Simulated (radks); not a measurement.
The numbers below are computed, except where a source is named.
Task: These are the eigenvalues of the occupied orbitals of an atom or ion with whole-number occupations (hartree). Level of theory: scalar-relativistic Kohn-Sham, BLYP, spin-polarised, spherical densities, finite nucleus; Fermi nuclear charge, rms radius of each element as measured or else 0.836 A^(1/3) + 0.57 fm (a radial shooting solver on a logarithmic mesh with Libxc functionals).

| orbital | eigenvalue |
|---|---|
| 1s down | -239.4556 |
| 1s up | -239.4554 |
| 2s up | -30.53303 |
| 2s down | -30.48701 |
| 2p up | -26.34983 |
| 2p down | -26.31462 |
| 3s up | -6.10882 |
| 3s down | -6.00301 |
| 3p up | -4.92790 |
| 3p down | -4.82447 |
| 3d up | -3.07520 |

Which element is it, and in what charge state? The configuration may be excited. Open shells, if any, are filled with parallel spins first.

Result: Z = 25, manganese, charge +5: Mn5+ in [Ar] 3d2. The list shows which subshells hold electrons but not how many an open one holds; the 1s level, -239.46 hartree, gives Z - s = 21.9 by -(Z - s)^2/2, which with screening and relativity narrows Z to a few neighbours, and the depths of the outer levels then fix element, charge and occupations together.
